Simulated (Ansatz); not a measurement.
Relaxation of CH4MgOS (8 atoms, charge 0, multiplicity 1), to a largest force component of 0.015 eV/Å in at most 40 steps.

Theory: RKS revPBE-D4/def2-SVP in Ansatz.

```xyz
8
Properties=species:S:1:pos:R:3:forces:R:3
C 0.197 1.509 -0.342 -1.69 2.11 -0.93
S 1.596 0.765 0.397 2.35 -0.83 0.15
Mg 2.959 1.305 -1.560 0.59 -0.19 0.11
O 4.136 1.708 -3.057 -2.29 0.67 -0.20
H 0.369 2.616 -0.569 -0.33 -0.70 0.25
H -0.096 1.059 -1.309 -0.29 -0.21 -0.04
H -0.688 1.477 0.343 0.20 -0.08 -0.21
H 3.498 2.173 -3.710 1.45 -0.77 0.87
```

Question: Where does it end, and by what steps?

Answer: It converged. The force dipped under the threshold on the way, but the program's further checks kept it going. After 22 steps the energy has fallen by 0.515 eV; H8 moved furthest, 0.97 Å.

```json
{"step": "0", "energy less start (eV)": "0.0000", "largest force component (eV/Å)": "2.352", "accepted": "yes"}
{"step": "1", "energy less start (eV)": "-0.3395", "largest force component (eV/Å)": "1.232", "accepted": "yes"}
{"step": "2", "energy less start (eV)": "-0.4356", "largest force component (eV/Å)": "0.587", "accepted": "yes"}
{"step": "3", "energy less start (eV)": "-0.4699", "largest force component (eV/Å)": "0.425", "accepted": "yes"}
{"step": "4", "energy less start (eV)": "-0.4923", "largest force component (eV/Å)": "0.333", "accepted": "yes"}
{"step": "5", "energy less start (eV)": "-0.4991", "largest force component (eV/Å)": "0.216", "accepted": "yes"}
{"step": "6", "energy less start (eV)": "-0.4942", "largest force component (eV/Å)": "1.039", "accepted": "no"}
{"step": "7", "energy less start (eV)": "-0.5049", "largest force component (eV/Å)": "0.043", "accepted": "yes"}
{"step": "8", "energy less start (eV)": "-0.5059", "largest force component (eV/Å)": "0.403", "accepted": "yes"}
{"step": "9", "energy less start (eV)": "-0.5094", "largest force component (eV/Å)": "0.040", "accepted": "yes"}
{"step": "10", "energy less start (eV)": "-0.5087", "largest force component (eV/Å)": "0.492", "accepted": "no"}
{"step": "11", "energy less start (eV)": "-0.5102", "largest force component (eV/Å)": "0.043", "accepted": "yes"}
{"step": "12", "energy less start (eV)": "-0.4981", "largest force component (eV/Å)": "1.180", "accepted": "no"}
{"step": "13", "energy less start (eV)": "-0.5107", "largest force component (eV/Å)": "0.032", "accepted": "yes"}
{"step": "14", "energy less start (eV)": "-0.5116", "largest force component (eV/Å)": "0.224", "accepted": "yes"}
{"step": "15", "energy less start (eV)": "-0.5139", "largest force component (eV/Å)": "0.011", "accepted": "yes"}
{"step": "16", "energy less start (eV)": "-0.4977", "largest force component (eV/Å)": "1.144", "accepted": "no"}
{"step": "17", "energy less start (eV)": "-0.5142", "largest force component (eV/Å)": "0.144", "accepted": "yes"}
{"step": "18", "energy less start (eV)": "-0.5151", "largest force component (eV/Å)": "0.004", "accepted": "yes"}
{"step": "19", "energy less start (eV)": "-0.5145", "largest force component (eV/Å)": "0.266", "accepted": "no"}
{"step": "20", "energy less start (eV)": "-0.5153", "largest force component (eV/Å)": "0.050", "accepted": "yes"}
{"step": "21", "energy less start (eV)": "-0.5153", "largest force component (eV/Å)": "0.062", "accepted": "yes"}
{"step": "22", "energy less start (eV)": "-0.5154", "largest force component (eV/Å)": "0.005", "accepted": "yes"}
```

```xyz
8
Properties=species:S:1:pos:R:3
C 0.025 1.540 -0.259
S 1.678 0.785 0.120
Mg 2.947 1.421 -1.722
O 3.958 2.040 -3.088
H 0.078 2.643 -0.351
H -0.429 1.114 -1.175
H -0.637 1.300 0.595
H 4.352 1.770 -3.927
```

The run took 21 s on 1 thread of AMD EPYC 9R45 96-Core Processor (Zen 5), with other jobs on the host, peak memory 0.17 GiB.
